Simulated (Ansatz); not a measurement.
System: 2-bromofuran, C₄H₃BrO (charge 0, singlet). SMILES: Brc1ccco1
Geometry: optimised at B3LYP-D3(BJ)/def2-TZVP (Ansatz, an electronic-structure program).

Parts of the frozen-core correlation energy in cc-pVQZ (Ansatz, hartree). Frozen orbitals: 19; correlated occupied orbitals by spin: 16 and 16; virtual: 398 and 398. Spin-orbit coupling is left out. No relativistic terms. The restricted reference is unstable.

```json
[
 {"term": "reference (HF)", "value": "-2800.59805"},
 {"term": "MP2 opposite-spin", "value": "-0.82461"},
 {"term": "MP2 same-spin", "value": "-0.27530"},
 {"term": "CCSD correlation", "value": "-1.10892"},
 {"term": "(T)", "value": "-0.05876"},
 {"term": "T1 diagnostic", "value": "0.013"},
 {"term": "largest doubles amplitude", "value": "0.065"}
]
```
